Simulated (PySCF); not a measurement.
C6H4Cl (doublet state).
Geometry (GFN2-xTB, Å), atoms numbered from 1 in this order:
```xyz
11
C6H4Cl angstrom
C      3.5704    0.3383   -0.1163
C      2.2462    0.1924   -0.1196
C      1.0147    0.0513   -0.1253
C     -0.3092   -0.0902   -0.1237
C     -1.5154   -0.2672   -0.1475
C     -2.9386   -0.3886   -0.1214
Cl    -3.6935    1.0675    0.6595
H      4.2214   -0.5103   -0.2362
H      4.0208    1.3078    0.0083
H     -3.2556   -1.2533    0.4655
H     -3.3557   -0.4451   -1.1293
```

The hyperfine couplings belong to this conformer and change with its torsions.

Identity: `C(C#C[CH2])#CCCl` [radical].

Computed, not measured: UKS B3LYP, pcH-1 on C Cl H, non-relativistic, mean-field spin-orbit, GIAO in PySCF. Isolated species at its GFN2-xTB geometry, gas phase. GFN2-xTB frequencies show an imaginary mode (51i cm⁻¹), so this geometry is no minimum at that level. The geometry wasn't refined by DFT: couplings that depend on bond lengths, twists or pyramidal angles can differ widely from those at the functional's own minimum. No stability test was run, so a lower SCF solution isn't excluded. ⟨S²⟩ is 0.782 where a pure state has 0.75.

Principal values of hyperfine tensors in MHz (contact, dipolar and spin–orbit terms together), for some of the nuclei:

```json
{"atom": "C2", "isotope": "13C", "A1": "-82.71", "A2": "-63.97", "A3": "-37.57"}
{"atom": "C1", "isotope": "13C", "A1": "3.12", "A2": "4.25", "A3": "152.04"}
{"atom": "C4", "isotope": "13C", "A1": "-65.95", "A2": "-50.94", "A3": "-33.28"}
{"atom": "H11", "isotope": "1H", "A1": "45.86", "A2": "47.07", "A3": "51.83"}
{"atom": "H9", "isotope": "1H", "A1": "-69.86", "A2": "-47.49", "A3": "-23.36"}
{"atom": "H8", "isotope": "1H", "A1": "-69.83", "A2": "-47.49", "A3": "-23.36"}
{"atom": "C3", "isotope": "13C", "A1": "1.67", "A2": "14.49", "A3": "119.48"}
{"atom": "H10", "isotope": "1H", "A1": "28.17", "A2": "28.23", "A3": "33.71"}
```

Q: Give the isotropic coupling of each nucleus in MHz and in mT (g = 2.0028), and the anisotropic part.

A: a_iso = (A1 + A2 + A3)/3, Ti = Ai − a_iso; 1 mT corresponds to 28.032 MHz. The tensors hold a spin–orbit part: the run splits a_iso into a_FC + a_SO, and T includes its anisotropic share.

```
atom  a_iso (MHz)    a_FC   a_SO  a_iso (mT)      T1      T2     T3
  C2       -61.42  -61.46   0.04      -2.191  -21.29   -2.55  23.85
  C1        53.14   53.19  -0.06       1.896  -50.01  -48.88  98.90
  C4       -50.05  -50.08   0.03      -1.786  -15.89   -0.88  16.78
 H11        48.25   48.26   0.00       1.721   -2.40   -1.18   3.58
  H9       -46.90  -46.91   0.01      -1.673  -22.96   -0.59  23.54
  H8       -46.89  -46.90   0.01      -1.673  -22.93   -0.59  23.53
  C3        45.21   45.26  -0.05       1.613  -43.54  -30.72  74.27
 H10        30.04   30.04   0.00       1.072   -1.87   -1.80   3.67
```

Q: What spin density at the nucleus of H11 lies behind its contact coupling (g_N = 5.58569)?

A: a_FC = 800.24 MHz bohr³ × g_N × ρ(0)/(2S). With a_FC = 48.26 MHz and 2S = 1, ρ(0) = 0.0108 bohr⁻³. In magnitude that is 3.4 % of the 1/π = 0.318 of a free hydrogen atom.

Q: C5 (13C, g_N = 1.40482) isn't in the table. Its spin density at the nucleus is 0.02874 bohr⁻³. What is its contact coupling?

A: By the same relation, a_FC = 32.3 MHz. Its full tensor has the principal values 0.67, 13.24, 82.93 MHz.

Q: Which nucleus of the table has the largest anisotropic coupling, and what is its form?

A: C1: -50.0, -48.9, 98.9 MHz, axial, in the ratio −1:−1:+2, the form that spin in one p orbital centred on that nucleus gives.

Q: In a single crystal, with the field along each principal axis of the tensor of C4 in turn, what first-order splitting does this nucleus give (isotropic g, quadrupole terms neglected)?

A: 2 lines (I = 1/2), spaced by |A_i|/(g × 13.996): 2.35, 1.82, 1.19 mT along the axes of A1, A2 and A3.

On Arm Neoverse V2, one thread, shared host with 96 logical CPUs at a one-minute load of 48, this took 48 s wall (grids of density and orbitals included) and 0.73 GiB of memory at its peak.
